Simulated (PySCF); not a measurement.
Species: C6H13BO2.
Cartesian coordinates in Å at the PBE0-D3(BJ)/def2-SVP level; atoms count from 1:
```
atom  x, y, z in Å
C1    -1.0840    1.6520    1.4468
C2    -1.5653    1.2806    0.2622
C3    -1.2128    0.0138   -0.4830
C4    -0.9054    0.3324   -1.9471
C5    -2.3906   -0.9564   -0.3951
O6    -0.1254   -0.6553    0.1356
B7     1.1521   -0.2112    0.1485
O8     2.0366   -0.9481    0.8589
C9     3.3953   -0.6207    0.9232
H10   -1.4116    2.5796    1.9225
H11   -0.3543    1.0410    1.9854
H12   -2.3121    1.9084   -0.2388
H13   -0.0929    1.0662   -2.0384
H14   -0.6115   -0.5876   -2.4745
H15   -1.7967    0.7447   -2.4424
H16   -3.3079   -0.5034   -0.7984
H17   -2.1662   -1.8696   -0.9665
H18   -2.5631   -1.2318    0.6545
H19    1.5176    0.7844   -0.4411
H20    3.6243    0.3109    0.3778
H21    3.6978   -0.4948    1.9751
H22    3.9981   -1.4360    0.4915
```

Computed with TDDFT B3LYP/def2-SVPD, vertical, gas phase, core orbitals frozen in the response (PySCF 2.14.0, density-fitted response routines).

Transition dipole moments from the ground state, in atomic units and in the frame of the coordinates above (overall signs are arbitrary), for the states with f of 0.002 or more among the lowest 7:

| state | E (eV) | μx | μy | μz |
| --- | --- | --- | --- | --- |
| S1 | 6.683 | -0.170 | -0.240 | -0.461 |
| S2 | 6.840 | 0.295 | -0.003 | 0.067 |
| S3 | 6.915 | -0.383 | -0.248 | 0.191 |
| S4 | 7.095 | -0.102 | 0.269 | 0.499 |
| S5 | 7.251 | 0.012 | -0.059 | -0.095 |
| S6 | 7.425 | 0.053 | 0.496 | 0.803 |
| S7 | 7.501 | -0.308 | 0.111 | -0.043 |

Task: Work out the oscillator strengths.

Result: f = (2/3) ΔE |μ|² with ΔE in hartree (27.2114 eV).

```csv
state,|μ|² (au),|μ| (D),f
S1,0.299,1.39,0.049
S2,0.091,0.77,0.015
S3,0.245,1.26,0.042
S4,0.332,1.46,0.058
S5,0.013,0.29,0.002
S6,0.893,2.40,0.162
S7,0.109,0.84,0.020
```

Task: Which bond between heavy atoms lies closest to the direction of the S6 transition dipole?

Result: C1–C2, at 23° from it; next C2–C3 at 32°.

Task: What angle do the transition dipoles of S4 and S7 make?

Result: |cos θ| = |μa·μb| / (|μa| |μb|) = 0.21, so θ ≈ 78° (taken between 0 and 90°, since the signs are arbitrary).

The vertical ionisation energy (ΔSCF) is 9.35 eV, 1.85 eV above S7.

On x86-64 server, one thread, no GPU, shared host, this took 7.0 min.

One conformer stands for the species.
